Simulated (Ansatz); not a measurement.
Ansatz (a quantum-chemistry and plane-wave program) input (B3LYP-D3(BJ)/def2-TZVP):

Ansatz 0.2 input:
```yaml
crystal:
  periodic: [false, false, false]
  atoms:
    - {symbol: Si, position_ang: [-0.35237057, -0.02635026, 0.03987716]}
    - {symbol: F, position_ang: [-0.54384883, -0.55117880, 1.51851707]}
    - {symbol: F, position_ang: [-0.77603919, 1.49579064, 0.07989588]}
    - {symbol: F, position_ang: [-1.36411106, -0.79045247, -0.88721249]}
    - {symbol: O, position_ang: [1.10710612, -0.26674831, -0.53749573]}
    - {symbol: H, position_ang: [1.91115545, 0.07371342, -0.15282678]}
basis:
  gaussian:
    orbitals: def2-TZVP
hamiltonian:
  xc: b3lyp
  dispersion: d3bj
relax: {f_tol: 0.002, max_steps: 150}
```

End of the output:

```
mean field: 0.68 GiB planned
mean field evaluation 32: about -18104.1893 eV, gradient 2.0e-1 eV
mean field -18104.18929135 eV, -665.3166849970 hartree, gradient 7.8e-6 eV, S^2 0.000000; 0 other end points of the search recorded, 0 dependent functions left out
the calculation of the forces begins
reference -18104.18948255 eV, -665.3166920233 hartree; 25, 25 occupied and 142, 142 virtual orbitals, 924 factors
relax step   4: F+E_penalty+E_count = -18104.34157710 eV  Δ(F+E_penalty+E_count) = +3.741e-4 eV  max|allowed force component| = 1.198e-1 eV/Å  Δτ_max = 0.0142 Å  (31 SCF iters, rejected (line search))
these checks for a lower state are left out or cut short: starts, cluster_reference, orbital_swaps, neighbouring_geometries, increment
integrals: 0.07 GiB planned
924 factors; their error is unknown
mean field: 0.68 GiB planned
mean field -18104.19046569 eV, -665.3167281531 hartree, gradient 7.7e-6 eV, S^2 0.000000; 0 other end points of the search recorded, 0 dependent functions left out
the calculation of the forces begins
reference -18104.19065671 eV, -665.3167351731 hartree; 25, 25 occupied and 142, 142 virtual orbitals, 924 factors
relax step   5: F+E_penalty+E_count = -18104.34272223 eV  Δ(F+E_penalty+E_count) = -7.710e-4 eV  max|allowed force component| = 4.315e-2 eV/Å  Δτ_max = 0.0070 Å  (30 SCF iters, accepted)
these checks for a lower state are left out or cut short: starts, cluster_reference, orbital_swaps, neighbouring_geometries, increment
integrals: 0.07 GiB planned
924 factors; their error is unknown
mean field: 0.68 GiB planned
mean field -18104.19095514 eV, -665.3167461399 hartree, gradient 7.8e-6 eV, S^2 0.000000; 0 other end points of the search recorded, 0 dependent functions left out
the calculation of the forces begins
reference -18104.19114619 eV, -665.3167531611 hartree; 25, 25 occupied and 142, 142 virtual orbitals, 924 factors
relax step   6: F+E_penalty+E_count = -18104.34337988 eV  Δ(F+E_penalty+E_count) = -6.576e-4 eV  max|allowed force component| = 3.439e-2 eV/Å  Δτ_max = 0.0218 Å  (31 SCF iters, accepted)
these checks for a lower state are left out or cut short: starts, cluster_reference, orbital_swaps, neighbouring_geometries, increment
integrals: 0.07 GiB planned
924 factors; their error is unknown
mean field: 0.68 GiB planned
mean field -18104.19103227 eV, -665.3167489745 hartree, gradient 7.8e-6 eV, S^2 0.000000; 0 other end points of the search recorded, 0 dependent functions left out
the calculation of the forces begins
reference -18104.19122334 eV, -665.3167559963 hartree; 25, 25 occupied and 142, 142 virtual orbitals, 924 factors
relax step   7: F+E_penalty+E_count = -18104.34343943 eV  Δ(F+E_penalty+E_count) = -5.956e-5 eV  max|allowed force component| = 8.998e-4 eV/Å  Δτ_max = 0.0030 Å  (31 SCF iters, accepted)
integrals: 0.07 GiB planned
924 factors; their error is unknown
mean field: 0.68 GiB planned
mean field evaluation 64: about -18104.1353 eV, gradient 5.6e-1 eV
mean field -18104.19103227 eV, -665.3167489745 hartree, gradient 4.6e-5 eV, S^2 0.000000; 1 other end points of the search recorded, 0 dependent functions left out
the calculation of the forces begins
reference -18104.19122334 eV, -665.3167559963 hartree; 25, 25 occupied and 142, 142 virtual orbitals, 924 factors
Total energy: -18104.34363051 eV, -665.3223568562 hartree
Atom 0 at    -0.363867    -0.028873     0.039006 Å, force     0.000260     0.000328     0.000067 eV/Å
Atom 1 at    -0.520315    -0.563888     1.515084 Å, force    -0.000318    -0.000494     0.000550 eV/Å
Atom 2 at    -0.751135     1.500388     0.065266 Å, force    -0.000238     0.000785     0.000062 eV/Å
Atom 3 at    -1.380052    -0.790555    -0.884990 Å, force    -0.000246    -0.000297    -0.000484 eV/Å
Atom 4 at     1.111602    -0.278193    -0.550342 Å, force     0.000620    -0.000616     0.000706 eV/Å
Atom 5 at     1.885659     0.095896    -0.123268 Å, force    -0.000077     0.000294    -0.000900 eV/Å
Dipole moment:     0.431707     0.111283     0.096162 e Å
```
